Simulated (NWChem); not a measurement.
All runs are NWChem calculations. System: HSi (+1), charge 1, spin multiplicity 1, at a geometry optimised with PBE/def2-SVP. The structure started from a generated list of species. Level: RHF/def2-TZVP.

The NWChem input:

```
start mol
memory heap 200 mb stack 900 mb global 1100 mb
charge 1
geometry units angstroms nocenter noautoz
  Si     0.000000     0.000000     0.102796
  H      0.000000     0.000000    -1.439142
  symmetry group C2v
end
basis spherical
  * library def2-tzvp
end
scf
  rhf
  nopen 0
  maxiter 100
  thresh 1e-7
  semidirect memsize 60000000 filesize 0
end
task scf energy
```

Output (cleaned and shortened):

```
             Northwest Computational Chemistry Package (NWChem) 7.3.0
             --------------------------------------------------------

                                NWChem Input Module
                                -------------------

 Scaling coordinates for geometry "geometry" by  1.889725989
 (inverse scale =  0.529177249)

 Turning off AUTOSYM since
 SYMMETRY directive was detected!

                             Geometry "geometry" -> ""
                             -------------------------

 Output coordinates in angstroms (scale by  1.889725989 to convert to a.u.)

  No.       Tag          Charge          X              Y              Z
 ---- ---------------- ---------- -------------- -------------- --------------
    1 Si                  14.0000     0.00000000     0.00000000     0.10279600
    2 H                    1.0000     0.00000000     0.00000000    -1.43914200

 Effective nuclear repulsion energy (a.u.)       4.8046558850

            Nuclear Dipole moment (a.u.)
            ----------------------------
        X                 Y               Z
 ---------------- ---------------- ----------------
     0.0000000000     0.0000000000     0.0000037795

      Symmetry information
      --------------------

 Group name             C2v
 Group number             16
 Group order               4
 No. of unique centers     2

      Symmetry unique atoms

     1    2


 Summary of "ao basis" -> "" (spherical)
 ------------------------------------------------------------------------------
       Tag                 Description            Shells   Functions and Types
 ---------------- ------------------------------  ------  ---------------------
 *                         def2-tzvp                  on all atoms

 Summary of "ao basis" -> "ao basis" (spherical)
 ------------------------------------------------------------------------------
       Tag                 Description            Shells   Functions and Types
 ---------------- ------------------------------  ------  ---------------------
 Si                        def2-tzvp                13       37   5s5p2d1f
 H                         def2-tzvp                 4        6   3s1p

                                 NWChem SCF Module
                                 -----------------

  ao basis        = "ao basis"
  functions       =    43
  atoms           =     2
  closed shells   =     7
  open shells     =     0
  charge          =   1.00
  wavefunction    = RHF
  use symmetry    = T
  symmetry adapt  = T

 Summary of "ao basis" -> "ao basis" (spherical)
 ------------------------------------------------------------------------------
       Tag                 Description            Shells   Functions and Types
 ---------------- ------------------------------  ------  ---------------------
 Si                        def2-tzvp                13       37   5s5p2d1f
 H                         def2-tzvp                 4        6   3s1p

      Symmetry analysis of basis
      --------------------------

        a1         20
        a2          3
        b1         10
        b2         10

 Forming initial guess at       0.0s

      Superposition of Atomic Density Guess
      -------------------------------------

 Sum of atomic energies:        -289.33521970

 Renormalizing density from      15.00 to     14

      Non-variational initial energy
      ------------------------------

 Total energy =    -276.841252
 1-e energy   =    -383.126281
 2-e energy   =     101.480372
 HOMO         =      -0.679114
 LUMO         =      -0.494841

      Symmetry analysis of molecular orbitals - initial
      -------------------------------------------------

 !! scf_movecs_sym_adapt:   26 vectors were symmetry contaminated

  Symmetry fudging

 !! scf_movecs_sym_adapt:   24 vectors were symmetry contaminated

  Numbering of irreducible representations:

     1 a1          2 a2          3 b1          4 b2

  Orbital symmetries:

     1 a1          2 a1          3 a1          4 b2          5 b1
     6 a1          7 a1          8 b2          9 b1         10 a1
    11 a1         12 b1         13 b2         14 a1         15 a1
    16 a2         17 b2

 Starting SCF solution at       0.1s

 ----------------------------------------------
         Quadratically convergent ROHF

 Convergence threshold     :          1.000E-07
 Maximum no. of iterations :          100
 Final Fock-matrix accuracy:          1.000E-09
 ----------------------------------------------

              iter       energy          gnorm     gmax       time
             ----- ------------------- --------- --------- --------
                 1     -289.0238944430  3.09D+00  1.25D+00      0.1
                 2     -289.1505305084  3.87D-01  1.62D-01      0.1
                 3     -289.1578117206  1.95D-01  8.20D-02      0.1
                 4     -289.1583993242  1.55D-02  7.80D-03      0.1
                 5     -289.1584426571  9.29D-05  3.07D-05      0.1
                 6     -289.1584426580  5.67D-09  2.15D-09      0.1

       Final RHF  results
       ------------------

         Total SCF energy =   -289.158442657992
      One-electron energy =   -405.845041464636
      Two-electron energy =    111.881942921650
 Nuclear repulsion energy =      4.804655884994

        Time for solution =      0.0s

       Symmetry analysis of molecular orbitals - final
       -----------------------------------------------

  Numbering of irreducible representations:

     1 a1          2 a2          3 b1          4 b2

  Orbital symmetries:

     1 a1          2 a1          3 b1          4 b2          5 a1
     6 a1          7 a1          8 b1          9 b2         10 a1
    11 a1         12 b2         13 b1         14 a1         15 b1
    16 b2         17 a1

             Final eigenvalues
             -----------------

              1
    1  -69.1619
    2   -6.5018
    3   -4.6006
    4   -4.6006
    5   -4.5992
    6   -0.9156
    7   -0.6609
    8   -0.2554
    9   -0.2554
   10   -0.0741
   11    0.0422
   12    0.0824
   13    0.0824
   14    0.0838
   15    0.0887
   16    0.0887
   17    0.0973

                       ROHF Final Molecular Orbital Analysis
                       -------------------------------------

 Vector    5  Occ=2.000000D+00  E=-4.599152D+00  Symmetry=a1
              MO Center=  2.1D-18, -3.9D-17,  1.0D-01, r^2= 1.0D-01
   Bfn.  Coefficient  Atom+Function         Bfn.  Coefficient  Atom+Function
  ----- ------------  ---------------      ----- ------------  ---------------
     8      0.716894  1 Si pz                11      0.350363  1 Si pz

 Vector    6  Occ=2.000000D+00  E=-9.155896D-01  Symmetry=a1
              MO Center=  1.2D-16,  2.1D-17, -5.0D-01, r^2= 1.3D+00
   Bfn.  Coefficient  Atom+Function         Bfn.  Coefficient  Atom+Function
  ----- ------------  ---------------      ----- ------------  ---------------
     4      0.669219  1 Si s                  3     -0.367384  1 Si s
     5      0.261353  1 Si s                 39      0.197910  2 H  s

 Vector    7  Occ=2.000000D+00  E=-6.609422D-01  Symmetry=a1
              MO Center= -6.1D-17,  5.0D-17,  1.6D-02, r^2= 2.1D+00
   Bfn.  Coefficient  Atom+Function         Bfn.  Coefficient  Atom+Function
  ----- ------------  ---------------      ----- ------------  ---------------
     4      0.430741  1 Si s                 17      0.421634  1 Si pz
     5      0.253502  1 Si s                 39     -0.224995  2 H  s
     3     -0.219364  1 Si s

 Vector    8  Occ=0.000000D+00  E=-2.553774D-01  Symmetry=b1
              MO Center=  9.2D-16,  4.2D-31,  6.9D-02, r^2= 2.7D+00
   Bfn.  Coefficient  Atom+Function         Bfn.  Coefficient  Atom+Function
  ----- ------------  ---------------      ----- ------------  ---------------
    18      0.503496  1 Si px                15      0.493907  1 Si px
     6     -0.151125  1 Si px

 Vector    9  Occ=0.000000D+00  E=-2.553774D-01  Symmetry=b2
              MO Center=  6.5D-31, -2.4D-16,  6.9D-02, r^2= 2.7D+00
   Bfn.  Coefficient  Atom+Function         Bfn.  Coefficient  Atom+Function
  ----- ------------  ---------------      ----- ------------  ---------------
    19      0.503496  1 Si py                16      0.493907  1 Si py
     7     -0.151125  1 Si py

 Vector   10  Occ=0.000000D+00  E=-7.405618D-02  Symmetry=a1
              MO Center=  3.2D-16, -5.8D-16,  2.1D-01, r^2= 4.4D+00
   Bfn.  Coefficient  Atom+Function         Bfn.  Coefficient  Atom+Function
  ----- ------------  ---------------      ----- ------------  ---------------
    40      1.569684  2 H  s                 20      1.238585  1 Si pz
     5     -0.950701  1 Si s                 17      0.228208  1 Si pz
     4     -0.203065  1 Si s

 center of mass
 --------------
 x =   0.00000000 y =   0.00000000 z =   0.09293952

 moments of inertia (a.u.)
 ------------------
           8.259372324814           0.000000000000           0.000000000000
           0.000000000000           8.259372324814           0.000000000000
           0.000000000000           0.000000000000           0.000000000000

  Mulliken analysis of the total density
  --------------------------------------

    Atom       Charge   Shell Charges
 -----------   ------   -------------------------------------------------------
    1 Si  14    13.11   2.00  0.60  1.37  1.33  0.60  4.09  1.75  0.34  0.73  0.19  0.03  0.06  0.01
    2 H    1     0.89   0.22  0.54  0.12  0.01

       Multipole analysis of the density wrt the origin
       ------------------------------------------------

     L   x y z        total         open         nuclear
     -   - - -        -----         ----         -------
     0   0 0 0      1.000000      0.000000     15.000000

     1   1 0 0     -0.000000      0.000000      0.000000
     1   0 1 0     -0.000000      0.000000      0.000000
     1   0 0 1     -0.097356      0.000000      0.000004

     2   2 0 0     -6.352204      0.000000      0.000000
     2   1 1 0     -0.000000      0.000000      0.000000
     2   1 0 1     -0.000000      0.000000      0.000000
     2   0 2 0     -6.352204      0.000000      0.000000
     2   0 1 1     -0.000000      0.000000      0.000000
     2   0 0 2     -8.897057      0.000000      7.924434

 Task  times  cpu:        0.1s     wall:        0.1s

 Total times  cpu:        0.1s     wall:        0.1s
```
